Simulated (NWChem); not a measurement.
System: trichlorofluoromethane (CCl₃F); SMILES ClC(F)(Cl)Cl

Output (shortened):

```
             Northwest Computational Chemistry Package (NWChem) 7.3.0
             --------------------------------------------------------

                             Geometry "geometry" -> ""
                             -------------------------

 Output coordinates in angstroms (scale by  1.889725989 to convert to a.u.)

  No.       Tag          Charge          X              Y              Z
 ---- ---------------- ---------- -------------- -------------- --------------
    1 F                    9.0000     0.00000000     0.00000000     1.58910300
    2 C                    6.0000     0.00000000     0.00000000     0.25170100
    3 Cl                  17.0000     0.83189400    -1.48030100    -0.30948700
    4 Cl                  17.0000     0.86603100     1.46059200    -0.30948700
    5 Cl                  17.0000    -1.69792500     0.01970900    -0.30948700

 Effective nuclear repulsion energy (a.u.)     363.2654169470

  xc_inp: hfexch multiplicative factor not found.
                              NWChem Property Module
                              ----------------------

  itol2e modified to match energy
  convergence criterion.

                                 NWChem DFT Module
                                 -----------------

 Summary of "ao basis" -> "ao basis" (spherical)
 ------------------------------------------------------------------------------
       Tag                 Description            Shells   Functions and Types
 ---------------- ------------------------------  ------  ---------------------
 F                           sto-3g                  3        5   2s1p
 C                           sto-3g                  3        5   2s1p
 Cl                          sto-3g                  5        9   3s2p

  itol2e modified to match energy
  convergence criterion.

            General Information
            -------------------
          SCF calculation type: DFT
          Wavefunction type:  closed shell.
          No. of atoms     :     5
          No. of electrons :    66
           Alpha electrons :    33
            Beta electrons :    33
          Charge           :     0
          Spin multiplicity:     1
          Use of symmetry is: off; symmetry adaption is: off
          Maximum number of iterations: 150
          AO basis - number of functions:    37
                     number of shells:    21
          Convergence on energy requested:  1.00D-07
          Convergence on density requested:  1.00D-05
          Convergence on gradient requested:  5.00D-04

[...]

          -----------------------------------------
          Chemical Shielding Tensors (GIAO, in ppm)
          -----------------------------------------

                                NWChem CPHF Module
                                ------------------

  scftype          =     RHF
  nclosed          =       33
  nopen            =        0
  variables        =      132
  # of vectors     =        3
  tolerance        = 0.10D-03
  level shift      = 0.00D+00
  max iterations   =       50
  max subspace     =       30

 SCF residual:    3.3816710776085840E-006

Iterative solution of linear equations
  No. of variables      132
  No. of equations        3
  Maximum subspace       30
        Iterations       50
       Convergence  1.0D-04

   iter   nsub   residual    time
   ----  ------  --------  ---------
     1      3    1.16D+00       7.0
     2      6    1.20D-01       7.4
     3      9    1.93D-02       7.7
     4     12    3.72D-03       8.1
     5     15    6.59D-04       8.4
     6     18    2.14D-04       8.8
     7     21    2.03D-05       9.2

      Atom:    1  F
        Diamagnetic
    437.3854      0.0000      0.0000
      0.0000    437.3854     -0.0000
      0.0000     -0.0000    487.5373

        Paramagnetic
    -41.1322      0.0000     -0.0000
      0.0000    -41.1321     -0.0000
     -0.0000     -0.0000   -125.4037

        Total Shielding Tensor
    396.2532      0.0000     -0.0000
      0.0000    396.2533     -0.0000
     -0.0000     -0.0000    362.1336

           isotropic =     384.8800
          anisotropy =      17.0599

          Principal Components and Axis System
                 1           2           3
              396.2533    396.2532    362.1336

      1         0.0531      0.9986      0.0000
      2         0.9986     -0.0531      0.0000
      3        -0.0000     -0.0000      1.0000

      Atom:    2  C
        Diamagnetic
    255.8324     -0.0000      0.0000
     -0.0000    255.8324     -0.0000
      0.0000     -0.0000    249.1002

        Paramagnetic
   -131.9197      0.0000     -0.0000
      0.0000   -131.9197      0.0000
     -0.0000      0.0000   -119.7308

        Total Shielding Tensor
    123.9127      0.0000     -0.0000
      0.0000    123.9127      0.0000
     -0.0000      0.0000    129.3694

           isotropic =     125.7316
          anisotropy =       5.4567

          Principal Components and Axis System
                 1           2           3
              129.3694    123.9127    123.9127

      1        -0.0000      0.0051      1.0000
      2         0.0000      1.0000     -0.0051
      3         1.0000     -0.0000      0.0000

      Atom:    3  Cl
        Diamagnetic
   1124.5991     -6.5392     -2.1271
     -6.5392   1132.5603      3.7850
     -2.1271      3.7850   1121.3169

        Paramagnetic
   -242.5117   -102.9985    -32.0528
   -102.9985   -117.1152     57.0358
    -32.0528     57.0358   -328.2142

        Total Shielding Tensor
    882.0874   -109.5377    -34.1798
   -109.5377   1015.4451     60.8208
    -34.1798     60.8208    793.1027

           isotropic =     896.8784
          anisotropy =     294.5140

          Principal Components and Axis System
                 1           2           3
             1093.2210    820.5298    776.8843

      1        -0.4772      0.8718      0.1109
      2         0.8491      0.4899     -0.1974
      3         0.2264      0.0000      0.9740
```

Level: Hartree-Fock/STO-3G, GIAO. STO-3G and 3-21G are far too small for this property and stand as cheap habits. Structure relaxed at the B3LYP/6-31G* (spherical d) level. Not confirmed as a minimum by frequencies. The printed shielding anisotropy is the first printed principal value minus the mean of the other two.

**Question.** Write an input that gives this output.

**Answer.** This is not unique; one that fits is the input that was run:
```
start job
memory heap 200 mb stack 700 mb global 900 mb
geometry units angstroms noautosym nocenter noautoz
  F      0.000000     0.000000     1.589103
  C      0.000000     0.000000     0.251701
  Cl     0.831894    -1.480301    -0.309487
  Cl     0.866031     1.460592    -0.309487
  Cl    -1.697925     0.019709    -0.309487
end
basis spherical
  * library sto-3g
end
dft
  xc hfexch
  iterations 150
end
property
  shielding 3 1 2 3
end
task dft property
```
